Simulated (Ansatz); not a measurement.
Ideal-gas functions of C$_{3}$H$_{5}$B (`BC1=CC1`) at 400 K and 1 bar, from an Ansatz frequency run at PBE0-D4/def2-TZVP.

Molar mass 51.88 g/mol, point group Cs (symmetry number 1), electronic degeneracy 1, moments of inertia 25.411, 55.006, 72.582 u Å². Harmonic wavenumbers (cm⁻¹, unscaled): 301, 311, 603, 762, 782, 841, 848, 912, 986, 1006, 1054, 1090, 1103, 1206, 1489, 1840, 2584, 2666, 3097, 3195, 3342.

Use S(trans) = R[1.5 ln M + 2.5 ln T − 1.1517]; rotational temperatures θ = 24.2544 K / I; S(rot) = R[ln(√π/σ · √(T³/θAθBθC)) + 1.5]; for each mode x = 1.438777 ν̃/T, S = R[x/(eˣ − 1) − ln(1 − e⁻ˣ)] and H = RT x/(eˣ − 1); 1 cm⁻¹ = 0.0119627 kJ/mol; R = 8.31446 J/(mol·K).

Problem. By hand: the entropy, in J/(mol·K).

Solution. Translation 164.2. Rotation: θ = 0.9545, 0.4409, 0.3342 K, giving 100.1. Vibration, mode by mode: 8.05, 7.80, 3.34, 2.13, 2.01, 1.70, 1.66, 1.38, 1.12, 1.06, 0.92, 0.83, 0.80, 0.59, 0.25, 0.08, 0.01, 0.01, 0.00, 0.00, 0.00, in all 33.7. Electronic 0.0. Sum 298.0 J/(mol·K).

Problem. By hand: H − E and G − E in kJ/mol, counted from the electronic energy.

Solution. Zero-point energy ½ × 30018 × 0.0119627 = 179.5; thermal vibration 9.1; translation, rotation and pV give 4 RT = 13.3. H − E = 201.9 kJ/mol, and G − E = 201.9 − 400 × 298.0/1000 = 82.7 kJ/mol.

Vibration gives 11 % of the entropy.
